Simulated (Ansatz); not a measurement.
## Cost against result

Saddle point of GeH5ClO, closed shell (GeH₄O ([OH][GeH3]) + HCl → GeH₃Cl ([Cl][GeH3]) + H₂O; bonds formed: Ge1–Cl7, O2–H6; bonds broken: Ge1–O2, H6–Cl7), PBE0-D4/def2-TZVP structure:

```json
{"atom": "Ge1", "x (Å)": "-0.3800", "y (Å)": "-0.7350", "z (Å)": "0.1417"}
{"atom": "O2", "x (Å)": "0.4847", "y (Å)": "1.0628", "z (Å)": "0.5003"}
{"atom": "H3", "x (Å)": "-1.4750", "y (Å)": "-0.8412", "z (Å)": "-0.9195"}
{"atom": "H4", "x (Å)": "0.5995", "y (Å)": "-1.8776", "z (Å)": "0.3766"}
{"atom": "H5", "x (Å)": "-1.1292", "y (Å)": "-0.4848", "z (Å)": "1.4872"}
{"atom": "H6", "x (Å)": "0.9174", "y (Å)": "1.1454", "z (Å)": "-0.4135"}
{"atom": "Cl7", "x (Å)": "1.1043", "y (Å)": "-0.0601", "z (Å)": "-1.8563"}
{"atom": "H8", "x (Å)": "-0.1217", "y (Å)": "1.7905", "z (Å)": "0.6835"}
```

Barriers are electronic and count from the start structure reached by relaxing down the imaginary mode.

Program: Ansatz 0.2.0. Basis: as named in each row. Cores are frozen in the correlated methods. Filled d shells of the heavier atoms are correlated. The def2 sets are not built for correlating such inner shells, so the correlated values are less sure here. B3LYP uses VWN-RPA correlation. Extrapolation: Hartree–Fock as exp(−7.88 √X), correlation as X^−2.97.

Times are rough, for one single point on 4 threads of a shared host (Arm Neoverse V1).

The estimate by CCSD(T) at an estimated basis limit (MP2 extrapolated from triple and quadruple zeta, plus CCSD(T) − MP2 in triple zeta) is 16.54 kcal/mol.

```tsv
method	basis	time (s)	barrier (kcal/mol)	method less estimate
HF	STO-3G	under 1	7.08	-9.46
PBE-D4	STO-3G	under 1	0.11	-16.43
SPW92	def2-SVP	under 1	6.68	-9.85
PBE-D4	def2-SVP	under 1	10.64	-5.90
B3LYP-D4	6-31G	under 1	8.96	-7.58
SPW92	def2-TZVPP	under 1	8.36	-8.18
PBE0-D4	def2-SVP	under 1	12.25	-4.29
PBE-D4	def2-TZVPP	1	11.97	-4.57
BLYP-D4	def2-TZVPP	1	14.47	-2.07
B3LYP-D4	def2-TZVPP	2	15.36	-1.17
BHLYP-D4	def2-TZVPP	2	16.58	0.04
PBE0-D4	def2-TZVPP	2	13.32	-3.22
CAM-B3LYP-D4	def2-TZVPP	2	16.54	0.00
CCSD(T)	def2-SVP	2	19.51	2.97
RPA on PBE	def2-TZVPP	3	18.41	1.87
r2SCAN-D4	def2-TZVPP	3	13.26	-3.27
B2PLYP	def2-TZVPP	3	16.83	0.30
PBE-QIDH	def2-TZVPP	3	15.25	-1.29
r2SCAN0-D4	def2-TZVPP	3	14.00	-2.53
wB97M-V	def2-SVP	4	12.79	-3.75
wB97X-V	def2-TZVPP	6	15.86	-0.68
B97M-V	def2-TZVPP	6	14.81	-1.72
wB97M-V	def2-TZVPP	6	14.15	-2.39
MP2	def2-QZVPP	12	16.43	-0.11
CCSD(T)	def2-TZVPP	50	17.58	1.04
```

All methods are single points on the PBE0-D4 structures.

No T1 diagnostic of these runs exceeds 0.012.

Hydrogen chloride, the by-product of chloride precursors, can attack films and sites by steps of this kind.

Labels in which every atom is bracketed show which atoms are joined, not bond orders.
